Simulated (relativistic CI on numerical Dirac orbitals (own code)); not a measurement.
Forbidden lines of Nb36+

Method of calculation: Dirac-Coulomb-Breit CI, separate exchange-only KLI orbitals for each configuration, model QED, unscaled Slater integrals (own radial code, finite nucleus).

Configuration list (outside the closed core 1s2): 2s2 2p, 2s 2p2, 2p3, 2p2 3s, 2p2 3p, 2p2 3d, 2s2 3s, 2s2 3p, 2s2 3d, 2s 2p 3s, 2s 2p 3p, 2s 2p 3d, 2s2 4s, 2s2 4p, 2s2 4d, 2s2 4f. Levels of other configurations are missing.

| λ vac (Å) | Lower | Upper | Type | A (s⁻¹) | log gf |
| --- | --- | --- | --- | --- | --- |
| 4.0874 | 2s 2p2 4P_3/2 [4] | 2p2 3d 4F_7/2 [91] | E2 | 1.89e+11 | -2.42 |
| 4.1003 | 2s 2p2 2D_5/2 [8] | 2p2 3d 4F_9/2 [116] | E2 | 1.96e+11 | -2.31 |
| 4.1007 | 2s 2p2 4P_5/2 [5] | 2p2 3d 2G_9/2 [96] | E2 | 1.96e+11 | -2.31 |
| 4.1028 | 2s 2p2 2D_5/2 [8] | 2p2 3d 2F_7/2 [114] | E2 | 1.39e+11 | -2.55 |
| 4.1122 | 2s 2p2 4P_5/2 [5] | 2p2 3d 2F_7/2 [93] | E2 | 1.28e+11 | -2.59 |
| 4.1655 | 2s 2p2 2D_3/2 [6] | 2p2 3d 2F_7/2 [93] | E2 | 4.83e+10 | -3.00 |
| 4.2977 | 2s 2p2 4P_5/2 [5] | 2s 2p 3d 4F°_9/2 [53] | M2 | 5.13e+07 | -5.85 |
| 4.3191 | 2s 2p2 4P_3/2 [4] | 2s 2p 3p 4D_7/2 [46] | E2 | 3.11e+10 | -3.16 |
| 4.3355 | 2s 2p2 4P_1/2 [2] | 2s 2p 3p 4D_5/2 [29] | E2 | 4.28e+10 | -3.14 |
| 4.3422 | 2s 2p2 2P_3/2 [10] | 2p2 3d 2F_7/2 [93] | E2 | 6.38e+09 | -3.84 |
| 4.3534 | 2s 2p2 4P_5/2 [5] | 2s 2p 3p 4D_7/2 [46] | E2 | 2.79e+10 | -3.20 |
| 4.4597 | 2s 2p2 2D_5/2 [8] | 2s 2p 3d 4F°_9/2 [53] | M2 | 6.71e+08 | -4.70 |
| 4.5197 | 2s 2p2 2D_5/2 [8] | 2s 2p 3p 4D_7/2 [46] | E2 | 1.75e+10 | -3.37 |
| 4.5308 | 2s2 2p 2P°_3/2 [3] | 2s2 3p 2P°_1/2 [17] | E2 | 7.74e+10 | -3.32 |
| 115.25 | 2s2 2p 2P°_1/2 [1] | 2s2 2p 2P°_3/2 [3] | M1 | 5.79e+06 | -4.34 |

Terms are leading LS components. Brackets give the number of a level in order of energy, since labels repeat. The list gives strong lines, with weight on those to low levels. Levels whose partners in the same complex of configurations lie outside the list can be far off, and so can their lines. Rates are taken at the computed energies, electric ones in the length gauge.

At this charge energies of transitions that change n are usually good to better than 1 %, and those within a shell (Δn = 0) to a few per cent.

LS names give the leading component of a level, which can be under half, so a name can repeat, a term be missing and a line seem to break the LS rules.
